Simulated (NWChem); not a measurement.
# SbCl₅; SMILES [Cl][Sb]([Cl])([Cl])([Cl])[Cl]

Computed with NWChem. All runs use the structure optimised with PBE0/def2-SVP. No frequency run checked for a minimum. def2 effective core potentials on Sb; no spin-orbit coupling. Level B3LYP/def2-SVP: single points from the atomic guess with DIIS by default; each run changes one setting, and all converged runs end within 0.3 mHa of each other.

### Question
Which setting needs the most SCF iterations, or fails (no level shifting; DIIS on 3 Fock matrices; level shift of 0.5 Ha throughout; defaults)?

### Answer
level shift of 0.5 Ha throughout, with 13 against 8 for the defaults.
```tsv
setting	SCF iterations
defaults	8
DIIS on 3 Fock matrices	8
no level shifting	8
level shift of 0.5 Ha throughout	13
```
